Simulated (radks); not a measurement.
The copper ion Cu2+ is in [Ar] 3d(3/2: 4, 5/2: 5). Calculated with a radial shooting solver on a logarithmic mesh with Libxc functionals: Dirac Kohn-Sham, PBE, spin-unpolarised, spherical densities, finite nucleus; Fermi nuclear charge, rms radius of each element as measured or else 0.836 A^(1/3) + 0.57 fm. Sub-shells are occupied by j as written (lower j first in brackets). One electron is removed from 3p3/2, 3p1/2, 3d5/2, 3d3/2 in turn, with full relaxation. Which removal costs least, and what does each cost?

Answer. 3d5/2 38.876 eV; 3d3/2 39.205 eV; 3p3/2 107.11 eV; 3p1/2 109.78 eV. The 3d5/2 electron leaves first.
